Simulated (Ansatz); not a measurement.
`COBCS` → `BCS` + `C=O`  (β-hydride elimination)

Gas-phase electronic energies from Ansatz, PBE0-D4/def2-TZVP geometries. CBS: MP2 limit from def2 TZ/QZ plus the TZ coupled-cluster correction, frozen cores. This one scheme is used for every species. DFT in def2-TZVPP. B3LYP here is the variant with VWN-RPA as its local correlation; programs differ in this. One conformer a species, not always the lowest.

CCSD(T)/CBS gives +63.9 kcal/mol.

(1) Another level gave +66.2 kcal/mol. Which?
A. r2SCAN-D4/def2-TZVPP
B. PBE-D4/def2-TZVPP
C. B3LYP/def2-TZVPP
D. CCSD(T)/def2-TZVPP

Largest T1 diagnostic among the species: 0.015.

Answers

(1) A. r2SCAN-D4 66.2, PBE-D4 64.7, CCSD(T)/def2-TZVPP 63.2, B3LYP 60.2 kcal/mol.

The D4 term adds +2.6 kcal/mol with B3LYP and +1.5 kcal/mol with PBE0; it sums over pairs of atoms, weighted by their polarisabilities, and B3LYP, whose exchange is more repulsive, gets the larger term. In def2-TZVPP, CCSD(T) changes the Hartree–Fock value by +6.8 kcal/mol (the triples alone add +0.6 kcal/mol) and MP2 by +8.7 kcal/mol. From PBE to PBE0 (25 % exact exchange), in def2-TZVPP and without D4, ΔE moves by +2.3 kcal/mol.
